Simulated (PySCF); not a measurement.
C₄H₄O₂.

```xyz
10

O      0.1354     1.9911     0.0000
C     -0.0606     0.6729     0.0000
C     -1.1655    -0.1324     0.0000
C     -0.6454    -1.4705     0.0000
C      0.7082    -1.3587     0.0000
O      1.0646    -0.0423     0.0000
H     -0.7220     2.4285     0.0000
H     -2.2066     0.1813     0.0000
H     -1.2177    -2.3958     0.0000
H      1.5262    -2.0722     0.0000
```
Charge 0, spin multiplicity 1.

Geometry optimised at PBE0-D3(BJ)/def2-SVP. Other conformers were not sampled.

Calculation: KT2/pcSseg-1 run with PySCF. Non-relativistic, no solvent.

Computed absolute GIAO shielding of each atom: isotropic value and principal components (ppm):
```json
[
 {"atom": "O1", "σ(iso)": "217.6", "σ11": "151.0", "σ22": "246.3", "σ33": "255.5", "span": "104.5"},
 {"atom": "C2", "σ(iso)": "28.0", "σ11": "-29.8", "σ22": "41.3", "σ33": "72.6", "span": "102.5"},
 {"atom": "C3", "σ(iso)": "107.8", "σ11": "62.4", "σ22": "104.2", "σ33": "156.8", "span": "94.4"},
 {"atom": "C4", "σ(iso)": "75.8", "σ11": "-1.7", "σ22": "75.2", "σ33": "154.1", "span": "155.8"},
 {"atom": "C5", "σ(iso)": "57.5", "σ11": "-4.9", "σ22": "73.6", "σ33": "103.8", "span": "108.7"},
 {"atom": "O6", "σ(iso)": "57.7", "σ11": "-63.2", "σ22": "21.8", "σ33": "214.5", "span": "277.7"},
 {"atom": "H7", "σ(iso)": "27.3", "σ11": "19.5", "σ22": "25.9", "σ33": "36.5", "span": "17.0"},
 {"atom": "H8", "σ(iso)": "26.3", "σ11": "23.4", "σ22": "26.6", "σ33": "28.8", "span": "5.3"},
 {"atom": "H9", "σ(iso)": "25.1", "σ11": "23.4", "σ22": "25.0", "σ33": "26.8", "span": "3.4"},
 {"atom": "H10", "σ(iso)": "24.5", "σ11": "21.7", "σ22": "24.8", "σ33": "27.0", "span": "5.4"}
]
```
